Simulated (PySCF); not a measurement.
# How methods differ on the ionisation energy of Sb⁺

Sb⁺ [Kr] 4d10 5s2 5p2 (3P) → Sb²⁺ [Kr] 4d10 5s2 5p1 (2P), as a difference of total energies. Computed with PySCF 2.14 in def2-QZVPPD with the def2 core potential (28 electrons) (8s6p5d4f1g, 88 functions), with a scalar-relativistic core potential. Correlated levels: valence: 4s2 4p6 4d10 frozen. The calculations carry no spin-orbit coupling.

**Question.** Order these methods by the ionisation energy they give, lowest first.
A. MP2 (valence)
B. SCS-MP2 (valence)
C. UHF
D. CCSD(T) (valence)

**Answer.** C (16.005 eV), B (16.294 eV), A (16.358 eV), D (16.411 eV).

The reference lies between the lowest fine-structure levels, while these numbers refer to the centres of the terms.

Errors of the correlated levels include the incompleteness of this basis and the frozen core.

For comparison: 16.626 ± 0.025 eV (measured; NIST Atomic Spectra Database, ionization energies).
